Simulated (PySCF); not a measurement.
This script is equivalent to a calculation on Ar (argon, neutral).

```python
from pyscf import gto, scf, dft, mp, cc
import basis_set_exchange as bse
mol = gto.M(atom="Ar 0 0 0", charge=0, spin=0, symmetry="D2h",
            basis=gto.basis.parse(bse.get_basis("cc-pVTZ-DK", elements=["Ar"], fmt="nwchem", header=False)),
            nucmod="G")
mf = dft.UKS(mol, xc="B88,P86").sfx2c1e()
mf.irrep_nelec = {'Ag': (3, 3), 'B1u': (2, 2), 'B2u': (2, 2), 'B3u': (2, 2)}
mf.kernel()
```

**Question.** What total energy does it give?

**Answer.** -529.417 hartree (calculated).

**Question.** Which occupied shell lies highest, and where?

**Answer.** 3p, at -10.303 eV.
